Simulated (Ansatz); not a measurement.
Which is lower?

The two ends of one reaction step of BH$_{3}$Cl$_{2}$O, closed shell (PBE0-D4/def2-TZVP).

A:

```tsv
atom	x (Å)	y (Å)	z (Å)
B1	-0.5036	0.6911	-0.4032
H2	0.5083	-2.1471	0.6756
Cl3	-0.1935	-0.0321	-1.9797
Cl4	-2.0972	0.5871	0.3002
H5	0.5174	-1.7651	1.3172
O6	0.4614	1.3291	0.2739
H7	1.3072	1.3372	-0.1840
```

B:

B1  (-0.473, -0.449, -0.144)
H2  (-0.671, -1.473, 0.428)
Cl3  (0.153, -0.647, -1.845)
Cl4  (-1.794, 0.792, 0.054)
H5  (1.490, 0.389, -0.044)
O6  (0.803, 0.258, 0.629)
H7  (0.493, 1.130, 0.922)
(Å)

Computed with Ansatz 0.2.0 (basis: def2-TZVPP); correlated methods freeze the cores. B3LYP uses VWN-RPA correlation.

**Question.** Which structure is lower at CCSD(T), and by how much? (Judge from chemistry; the value comes from the calculation.)

**Answer.** The calculation gives: A, by 0.695 eV (electronic energy, against the other). By their contacts, A is a complex of BHCl₂O ([OH][B]([Cl])[Cl]) + H₂ and B is BH₃Cl₂O ([OH2][BH]([Cl])[Cl]).

All methods give the same order:

```tsv
method	E(B) − E(A) (eV)
SPW92	0.387
PBE-D4	0.673
BLYP-D4	0.838
r2SCAN-D4	0.721
B97M-V	0.778
PBE0-D4	0.618
B3LYP-D4	0.773
r2SCAN0-D4	0.660
BHLYP-D4	0.720
CAM-B3LYP-D4	0.704
wB97X-V	0.661
wB97M-V	0.669
B2PLYP	0.755
PBE-QIDH	0.611
RPA on PBE	0.740
HF	0.882
MP2	0.694
CCSD	0.699
CCSD(T)	0.695
```

No T1 diagnostic of these runs exceeds 0.011.

Labels in which every atom is bracketed show which atoms are joined, not bond orders.

For scale, one of the runs: CCSD(T)/def2-TZVPP, 188 basis functions, launched by `ansatz run in.yaml --threads 2 --pin off --events-out ev --progress --plain --max-ram 4352MiB`. Hardware: 2 CPU threads of an Arm Neoverse V2, shared host. Wall time 47 s; peak host memory 1.9 GiB.
